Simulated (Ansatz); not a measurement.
**What each rung costs, and what it gives**

The pair of Cu⁺ (SMILES [Cu+], atom 1) and CH$_{4}$O (SMILES CO, atoms 2–7), both closed shells, in one local arrangement (a lower one may exist), relaxed at PBE0-D4/def2-TZVP:

```
7
angstrom
Cu -0.2555 -0.3548 -2.3664
C 0.3865 0.0119 0.5786
O -0.5903 -0.0564 -0.4936
H 1.2224 -0.6209 0.2916
H -0.0665 -0.3762 1.4898
H 0.7177 1.0411 0.7140
H -1.4144 0.3553 -0.2139
```

Interaction energies are counterpoise-corrected; the time is that of the whole pair.

Ansatz 0.2.0; basis: as named in each row; cores frozen in the correlated methods. The 3s and 3p shells of Cu and Zn are frozen; filled d shells are correlated. B3LYP uses VWN-RPA correlation. Extrapolation: Hartree–Fock as exp(−7.88 √X), correlation as X^−2.97.

Times are rough, for one single point on 4 threads of a shared host (Arm Neoverse V1).

The estimate by CCSD(T) at an estimated basis limit (MP2 extrapolated from triple and quadruple zeta, plus CCSD(T) − MP2 in triple zeta) is -1.915 eV.

```
   method        basis  time (s)  interaction energy (eV)  method less estimate
    SPW92     def2-SVP   under 1                   -2.605                -0.690
       HF       STO-3G   under 1                   -1.407                 0.508
 B3LYP-D4        6-31G   under 1                   -2.527                -0.612
   PBE-D4     def2-SVP   under 1                   -2.177                -0.262
  PBE0-D4     def2-SVP   under 1                   -2.017                -0.102
  CCSD(T)     def2-SVP         2                   -1.675                 0.240
   PBE-D4  def2-TZVPPD         2                   -2.171                -0.256
revPBE-D4  def2-TZVPPD         2                   -2.006                -0.092
  BLYP-D4  def2-TZVPPD         2                   -2.172                -0.257
 B3LYP-D4  def2-TZVPPD         3                   -2.052                -0.137
  PBE0-D4  def2-TZVPPD         3                   -1.993                -0.078
r2SCAN-D4  def2-TZVPPD         4                   -2.216                -0.301
 HSE06-D4  def2-TZVPPD         4                   -1.986                -0.071
  wB97M-V     def2-SVP         4                   -2.011                -0.096
  wB97X-V  def2-TZVPPD         7                   -1.964                -0.049
   B2PLYP  def2-TZVPPD         8                   -1.947                -0.032
   B97M-V  def2-TZVPPD         8                   -2.159                -0.244
   PBE-D4       STO-3G         9                   -2.906                -0.991
  wB97M-V  def2-TZVPPD        10                   -1.947                -0.032
      MP2  def2-QZVPPD        23                   -1.922                -0.007
  CCSD(T)  def2-TZVPPD        68                   -1.772                 0.143
```

The T1 diagnostic stays at or below 0.019.
